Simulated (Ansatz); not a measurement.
Mulliken charges of CHClNOSi (`O=C=N[SiH]Cl`) radical from r2SCAN/def2-TZVPP in Ansatz (PBE0-D4/def2-TZVP geometry).

| atom | x (Å) | y (Å) | z (Å) | charge (e) |
| --- | --- | --- | --- | --- |
| O1 | -1.132 | 1.773 | 1.814 | -0.207 |
| C2 | -0.700 | 0.914 | 1.163 | 0.314 |
| N3 | -0.295 | -0.004 | 0.506 | -0.291 |
| Si4 | 0.846 | -0.776 | -0.496 | 0.450 |
| Cl5 | 0.957 | 0.189 | -2.303 | -0.220 |
| H6 | 0.366 | -2.160 | -0.732 | -0.046 |

Question: By hand: the dipole of these point charges (1 e Å = 4.8032 D).

Answer: Σ q r = (0.254, -0.370, 0.160) e Å, of length 0.476 e Å = 2.29 D.

Question: How does the dipole of the full density compare? (An estimate is asked.)

Answer: Ansatz gave: (0.131, -0.253, 0.005) e Å, 1.37 D; the point charges give 1.67 times that, at 20° from its direction.

Point charges leave out the atoms' own dipoles, such as those of lone pairs, and Mulliken's split depends on the basis, so the two needn't agree.
